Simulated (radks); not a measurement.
Spherical jellium clusters: N electrons in a uniform positive sphere of charge N and radius rs N^(1/3), rs = 3.73 bohr. Method: non-relativistic Kohn-Sham, PBE, spin-polarised, spherical densities; computed with a radial shooting solver with Libxc functionals. Levels are named by radial order and angular momentum (1s, 1p, 1d, 2s, ...), and open shells are averaged over m.

N = 11, configuration 1s2 1p6 1d(up 3, down 0). This is the lowest configuration that the search found. Occupied levels:

level    occupation  eigenvalue (eV)  <r> (bohr)
1s up             1          -5.2565       5.565
1s down           1          -5.0982       5.052
1p up             3          -4.1193       6.563
1p down           3          -3.7212       6.293
1d up             3          -2.6741       7.435

Energy (eV): total -19.1376, kinetic 22.169, external -465.20, Hartree 227.86, exchange-correlation -42.111, background 238.15.
